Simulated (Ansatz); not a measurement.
Input for Ansatz (a program for electronic structure): R-revPBE/def2-TZVPPD on H4OSi (SMILES O[SiH3]). Files ending in .json are basis or fitting sets from the Basis Set Exchange.

Ansatz 0.2 input:
```yaml
crystal:
  periodic: [false, false, false]
  atoms:
    - {symbol: O, position_ang: [0.69434957, -0.96154500, 3.16586485]}
    - {symbol: Si, position_ang: [-0.31911061, 0.23147692, 3.70735195]}
    - {symbol: H, position_ang: [1.56615660, -1.02987208, 3.56172971]}
    - {symbol: H, position_ang: [-0.42006095, 0.20039154, 5.18869494]}
    - {symbol: H, position_ang: [-1.63633188, -0.04232452, 3.10532533]}
    - {symbol: H, position_ang: [0.15429597, 1.57815498, 3.30770394]}
basis:
  gaussian:
    orbitals: def2-TZVPPD.json
hamiltonian:
  xc: {name: revPBE}
scf: {lower_state_search: off}
```

Output:

```
Functional definition: revPBE
[...]
these checks for a lower state are left out or cut short: stability, starts, cluster_reference, orbital_swaps, neighbouring_geometries, increment
integrals: 0.05 GiB planned
725 factors; their error is unknown
mean field: 0.46 GiB planned
mean field evaluation 1: about -9983.6716 eV, gradient 6.0e1 eV
mean field evaluation 2: about -9950.4096 eV, gradient 1.4e2 eV
mean field evaluation 4: about -9989.5598 eV, gradient 3.3e0 eV
mean field evaluation 8: about -9989.5934 eV, gradient 3.5e-2 eV
mean field evaluation 16: about -9989.5774 eV, gradient 9.1e-6 eV
mean field -9989.57738992 eV, -367.1101979010 hartree, gradient 1.1e-6 eV, S^2 0.000000; 0 other end points of the search recorded, 0 dependent functions left out
reference -9989.57744538 eV, -367.1101999389 hartree; 13, 13 occupied and 143, 143 virtual orbitals, 725 factors
Total energy: -9989.57744538 eV, -367.1101999389 hartree
Checks for a lower state left out: stability, starts, cluster_reference, orbital_swaps, neighbouring_geometries, increment
```

The run converged.

Cost: very roughly 1.2 core-seconds.
